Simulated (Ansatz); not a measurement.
Reaction (formal exchange of groups at the Sn–C bond): `C#[C][Sn]([F])([F])[F]` + `N=C([SiH3])S` → `[F][Sn]([F])([F])[SiH3]` + `C#CC(=N)S`

Calculated with Ansatz (gas phase, PBE0-D4/def2-TZVP geometries, no zero-point term in ΔE). CCSD(T)/CBS is the MP2 limit (def2-TZVPP, def2-QZVPP) plus CCSD(T) − MP2 in def2-TZVPP, frozen cores. DFT in def2-TZVPP. B3LYP here is the variant with VWN-RPA as its local correlation; programs differ in this. Elements past krypton have def2 core potentials. For Sn outer-core shells are correlated without core-valence functions, which leaves a few kJ/mol of doubt a bond. One conformer a species, not always the lowest.

`C#[C][Sn]([F])([F])[F]`:

Cartesian coordinates in Å:
```
C -0.838 1.732 -1.033
C -0.376 0.778 -0.465
Sn 0.403 -0.833 0.496
F 0.013 -2.467 -0.361
F -0.235 -1.019 2.261
F 2.283 -0.770 0.639
H -1.248 2.579 -1.538
```

`N=C([SiH3])S`:

```xyz
9

N    -0.880   -1.543   -0.500
C     0.004   -0.673   -0.247
Si   -0.549    1.019    0.402
S     1.747   -0.980   -0.414
H    -0.498   -2.434   -0.825
H    -0.174    1.113    1.836
H    -2.010    1.161    0.222
H     0.188    2.074   -0.342
H     2.172    0.262   -0.132
```

`[F][Sn]([F])([F])[SiH3]`:

Cartesian coordinates in Å:
```
F -2.268 -0.504 -1.163
Sn -1.039 -0.361 0.282
F -1.955 0.743 1.533
F -1.101 -2.084 1.086
Si 1.303 0.452 -0.357
H 1.133 1.797 -0.948
H 2.089 0.484 0.896
H 1.838 -0.526 -1.330
```

`C#CC(=N)S`:

Cartesian coordinates in Å:
```
C -0.933 1.423 0.689
C -0.353 0.503 0.176
C 0.329 -0.588 -0.449
N 0.204 -0.941 -1.661
S 1.435 -1.508 0.570
H -1.450 2.239 1.136
H -0.458 -0.338 -2.145
H 1.227 -0.790 1.684
```

```
           level  ΔE (kJ/mol)  difference from CCSD(T)/CBS
          PBE-D4        -60.0                        -30.4
         PBE0-D4        -52.3                        -22.7
        B3LYP-D4        -49.5                        -19.9
      r2SCANh-D4        -47.6                        -18.0
        BHLYP-D4        -40.4                        -10.8
          B2PLYP        -39.7                        -10.1
        PBE-QIDH        -38.1                         -8.5
            PBE0        -53.3                        -23.7
         r2SCANh        -47.8                        -18.2
           BHLYP        -41.9                        -12.3
       CAM-B3LYP        -45.0                        -15.4
         LC-ωPBE        -40.6                        -11.0
    MP2/def2-SVP        -36.1                         -6.5
CCSD(T)/def2-SVP        -38.1                         -8.5
  MP2/def2-QZVPP        -31.2                         -1.6
   MP2/CBS(def2)        -34.2                         -4.6
     CCSD(T)/CBS        -29.6                            0
```

Largest T1 diagnostic among the species: 0.015.

From BLYP to BHLYP (50 % exact exchange), in def2-TZVPP and without D4, ΔE moves by +15.1 kJ/mol. At CCSD(T), def2-SVP lies −8.5 kJ/mol from the extrapolated value and def2-TZVPP +6.4 kJ/mol. Leaving LDA and LC-ωPBE aside and taking each functional with its dispersion term where it has one, the values, not all of them listed here, spread over 24.5 kJ/mol, from PBE-D4 to ωB97M-V. LDA lies −10.4 kJ/mol from PBE without D4.
